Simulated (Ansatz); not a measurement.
Basis sets compared for the cluster Ag₅Te₂⁺ (the lowest singlet isomer of a short search). Total charge 1; singlet. Geometry PBE-D4/def2-SVP. Ansatz on 4 threads of Arm Neoverse V1 on a shared host; times are rough, and most runs start from earlier orbitals.

```xyz
7

Ag    0.9701    2.1317   -1.9745
Ag    1.6742   -0.7991    2.2408
Ag    1.1407   -0.3212   -0.6329
Ag   -1.5879   -0.8670   -1.0561
Ag   -0.8264    0.3502    1.4114
Te   -1.4009    1.8983   -0.8470
Te    0.0303   -2.3929    0.8582
```

In the def2 sets Ag, Te take a core potential; there is no spin–orbit coupling. No other spin state of charge 1 was run. Another isomer (singlet) lies 0.05 eV lower at PBE0-D4/def2-TZVP; other spin states weren't run for this one.

```
           level  functions  energy (Eh)  HOMO (eV)  LUMO (eV)  wall time
 PBE-D4/def2-SVP        207   -1270.9120      -8.85      -7.73      5.5 s
PBE0-D4/def2-SVP        207   -1270.8553      -9.59      -6.98       12 s
```

Task: Estimate the rows for PBE-D4/def2-TZVP (with forces), PBE0-D4/def2-TZVP.

Result: 
| level | functions | energy (Eh) | HOMO (eV) | LUMO (eV) | wall time |
| --- | --- | --- | --- | --- | --- |
| PBE-D4/def2-TZVP (with forces) | 300 | -1271.1266 | -8.83 | -7.70 | 11 s |
| PBE0-D4/def2-TZVP | 300 | -1271.0603 | -9.55 | -6.94 | 21 s |
